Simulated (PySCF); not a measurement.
This PySCF input asks for the NMR shieldings of `C=P(C)(C)P(C)CP`, C$_{5}$H$_{15}$P$_{3}$; the geometry comes from GFN2-xTB.

```python
import basis_set_exchange as bse
import numpy as np
from pyscf import gto, dft
from pyscf.prop import nmr

atoms = """
C    -2.303012   -0.861300   -1.357327
P    -1.259382    0.068535   -0.371842
C    -1.886651    1.780440   -0.353641
C    -1.489334   -0.488659    1.356832
P     0.978772    0.568945   -0.624947
C     1.334919   -0.984525   -1.552313
C     1.698085    0.055238    1.016989
P     3.545249    0.185090    0.805086
H    -2.076942   -1.924272   -1.302023
H    -2.295974   -0.512057   -2.387756
H    -1.300373    2.390593    0.332250
H    -2.934597    1.762809   -0.059529
H    -1.802034    2.192532   -1.357444
H    -1.085259   -1.491599    1.479506
H    -1.007923    0.192151    2.055377
H    -2.563091   -0.515215    1.532432
H     0.928551   -0.889774   -2.558649
H     0.877032   -1.845171   -1.061133
H     2.413477   -1.126230   -1.616544
H     1.364784    0.727948    1.809829
H     1.436106   -0.975808    1.269637
H     3.571455    1.576501    0.790078
H     3.851389    0.140815    2.165211
"""
names = dict.fromkeys(["C", "P", "H"], "pcSseg-1")
basis = {el: gto.basis.parse(bse.get_basis(n, elements=[el], fmt="nwchem")) for el, n in names.items()}
mol = gto.M(atom=atoms, basis=basis, charge=0, verbose=0)
mf = dft.RKS(mol, xc="PBE0")
mf.grids.level = 2
mf.grids.alignment = dft.numint.BLKSIZE   # the property module wants whole blocks of grid points
mf.conv_tol = 1e-9
mf.kernel()

calc = nmr.RKS(mf)   # GIAO
C = mf.mo_coeff
Co = C[:, mf.mo_occ > 0]
resp = mf.gen_response(singlet=True, hermi=2)
def vind(x):   # induced exchange potential for any number of trial vectors
    d = np.einsum("pi,xij,qj->xpq", C, 2 * x.reshape(-1, C.shape[1], Co.shape[1]), Co, optimize=True)
    return np.einsum("xpq,pi,qj->xij", resp(d - d.transpose(0, 2, 1)), C, Co, optimize=True).ravel()
mo1, _ = nmr.rhf.solve_mo1(calc, with_cphf=vind)
sigma = calc.kernel(mo1)
for i, s in enumerate(sigma):   # ppm
    print("%2d %-2s %9.2f" % (i, mol.atom_pure_symbol(i), np.trace(s) / 3))
```

Task: What are the results?

Result: 
```
 0 C     175.99
 1 P     325.96
 2 C     163.48
 3 C     171.57
 4 P     381.71
 5 C     172.92
 6 C     170.36
 7 P     506.21
 8 H      31.00
 9 H      31.64
10 H      30.63
11 H      30.23
12 H      30.00
13 H      30.17
14 H      30.73
15 H      30.27
16 H      30.65
17 H      30.81
18 H      29.85
19 H      29.54
20 H      30.75
21 H      29.01
22 H      28.34
```

These numbers come from an equivalent density-fitted implementation of the same equations, which agrees with the script to about 0.01 ppm for H and up to a few tenths of a ppm for heavy atoms, so last digits may differ.

Size and cost of the density-fitted run: 232 basis functions, 68 s wall time on 1 thread of an Arm Neoverse V2, shared host; peak memory 1 GiB.
